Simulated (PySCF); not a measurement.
Here is a job for PySCF.
```python
from pyscf import gto, scf, dft

mol = gto.M(
    atom='''
Si   -0.270919   -0.356726    0.337084
H    -1.036664   -1.365046   -0.396130
F     0.536614    0.706579   -0.480339
''',
    basis='def2-svp',
    charge=1,
    spin=1,
    verbose=4,
    symmetry=True,
)

mf = dft.UKS(mol)
mf.xc = 'tpss'
mf.kernel()
mf.analyze()
```

Problem. Estimate the HOMO energy that TPSS/def2-SVP (PySCF) returns for this input.

Solution. -14.48 eV

Problem. What number of basis functions does TPSS/def2-SVP give?

Solution. 37

Problem. Estimate the <S^2> that TPSS/def2-SVP returns for this input.

Solution. 0.754

These values belong to the state on which the SCF converged, which isn't shown to be the lowest.
